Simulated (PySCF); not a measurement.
# Chromium: a sound run and one with changed settings

Sound run: Cr [Ar] 3d5 4s1, Cr⁺ [Ar] 3d5. Calculation: PySCF 2.14, in def2-SVP (5s3p2d1f, 31 functions); no relativity, point nucleus. In the sound run the correlated levels freeze [Ar]. The sound run starts from symmetry-adapted Hartree-Fock orbitals and uses a fine grid where one is needed.

Changed run: basis STO-3G. This setting is unsound on purpose.

```tsv
species	method	sound run (hartree)	changed run (hartree)	converged
Cr	UHF	-1043.19707	-1032.07613	yes
Cr	PBE	-1044.04551	-1032.67646	yes
Cr	M06-2X	-1044.22767	-1032.94487	yes
Cr	MP2	-1043.25141	-1032.07666	yes
Cr⁺	UHF	-1042.98265	-1032.00295	yes
Cr⁺	PBE	-1043.79072	-1032.55889	yes
Cr⁺	M06-2X	-1043.99258	-1032.84503	yes
Cr⁺	MP2	-1043.02889	-1032.00330	yes
```

Ionisation energy of Cr:

```json
{"method": "UHF", "sound run (eV)": "5.835", "changed run (eV)": "1.991"}
{"method": "PBE", "sound run (eV)": "6.933", "changed run (eV)": "3.199"}
{"method": "M06-2X", "sound run (eV)": "6.397", "changed run (eV)": "2.717"}
{"method": "MP2", "sound run (eV)": "6.055", "changed run (eV)": "1.996"}
{"method": "SCS-MP2", "sound run (eV)": "5.908", "changed run (eV)": "1.993"}
```

A minimal basis cannot let orbitals breathe on ionisation and holds almost no correlation.

For comparison, NIST gives 6.767 eV between the lowest levels.
